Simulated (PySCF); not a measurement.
SMILES Cl[Si](Cl)(Cl)[SiH2]N (H₄Cl₃NSi₂), singlet (CAM-B3LYP/def2-SVP optimised geometry):

```
10

N      1.908    -1.457     0.011
Si     1.249     0.136     0.000
Si    -1.096     0.136     0.000
Cl    -1.805    -0.866    -1.664
Cl    -1.908     2.032     0.000
Cl    -1.800    -0.864     1.667
H      1.844    -2.032     0.844
H      1.880    -2.027    -0.828
H      1.683     0.864     1.221
H      1.686     0.842    -1.232
```

Level of theory: CAM-B3LYP/def2-TZVP (PySCF).

What are the frontier orbital energies and the dipole moment?

HOMO-2 -10.54 eV, HOMO-1 -10.46 eV, HOMO -8.82 eV, LUMO 0.28 eV, LUMO+1 0.83 eV; dipole moment 2.33 D.

On the same geometry PySCF 2.14.0 with PBE/def2-TZVP gives HOMO-2 -7.72 eV, HOMO-1 -7.66 eV, HOMO -6.22 eV, LUMO -1.59 eV, LUMO+1 -1.17 eV; dipole moment 2.40 D.

Meta-Löwdin charges at CAM-B3LYP/def2-TZVP: N1 -0.73, Si2 0.56, Si3 0.74, Cl4 -0.29, Cl5 -0.28, Cl6 -0.29, H7 0.24, H8 0.24, H9 -0.09, H10 -0.09.
